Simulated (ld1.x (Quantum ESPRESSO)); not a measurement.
# PBE PAW dataset for copper (Cu), scalar-relativistic all-electron reference.

* Element: Cu (Z = 29)
* Generator: ld1.x (Quantum ESPRESSO) 7.5
* Type: PAW
* Functional: PBE
* Relativity: scalar-relativistic
* Frozen core: [Ar]
* Valence charge: 11
* Reference configuration: 3d9 4s0 4p0 (charge +2)
* Partial waves: 4s (bound, empty): rcut 1.45, rcutus 2.00 bohr; 4s channel at -1.1 Ry: rcut 1.45, rcutus 2.00 bohr; 4p (bound, empty): rcut 2.15, rcutus 2.80 bohr; 4p channel at 0.05 Ry: rcut 2.15, rcutus 2.80 bohr; 3d (bound): rcut 0.75, rcutus 0.85 bohr; 3d channel at 0.15 Ry: rcut 0.75, rcutus 0.85 bohr; 4f channel at 0.2 Ry: rcut 2.10, rcutus 2.85 bohr; 4f channel at 1.3 Ry: rcut 2.10, rcutus 2.85 bohr
* Local potential: all-electron potential smoothed inside 2.10 bohr (lloc = -1)
* Core correction: Bessel-smoothed model core inside 0.40 bohr
* Augmentation charge: PSQ, inside the norm-conserving radii

Calculated quality:

- Cutoffs needed: 200 Ry and over 300 Ry (the cutoffs (Ry, on a coarse ladder) from which the occupation-weighted sum of valence levels, in a spherical-Bessel basis at the reference potential, stays within 10 and 1 mRy of its value at 400 Ry)
- Ghost test: no extra level below or beside the all-electron valence levels (s, p, d, f tested) (spherical-Bessel basis up to 400 Ry, 20 bohr box)
- Largest excitation error: -1193 meV (all-electron minus pseudo) for 3d7 4s0 4p0, out of 7 test configurations
- Lowest eigenvalue of the overlap operator: 0.42 (s channel)
- Density cutoff estimated by the generator: 764 Ry

Generation and tests took about 1.7 s on one core of a shared server CPU.
